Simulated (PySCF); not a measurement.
WF at PBE0

Level: PBE0. basis W cc-pVDZ-PP with ECP60, F cc-pVDZ; scalar-relativistic core potentials; PySCF 2.14.

```
state                                          : quartet, unpaired electrons π ↑, δ ↑↑, a second solution, started from another occupation
bond length                                    : 1.822 Å
harmonic wavenumber                            : 732 cm⁻¹
force constant                                 : 5.44 mdyn/Å
rotational constant Be                         : 0.2950 cm⁻¹
anharmonicity ωexe                             : 3.32 cm⁻¹
vibration–rotation constant αe                 : 0.00167 cm⁻¹
bond order (Mayer)                             : 1.28
dipole moment (positive dipole means W(−)F(+)) : -1.63 D
```

De is left out where the level can put another filling of the metal’s s and d shells below the measured ground configuration, by anything from nothing to about 1 eV. Spin–orbit coupling is left out, which matters for elements this heavy, above all for dissociation energies.
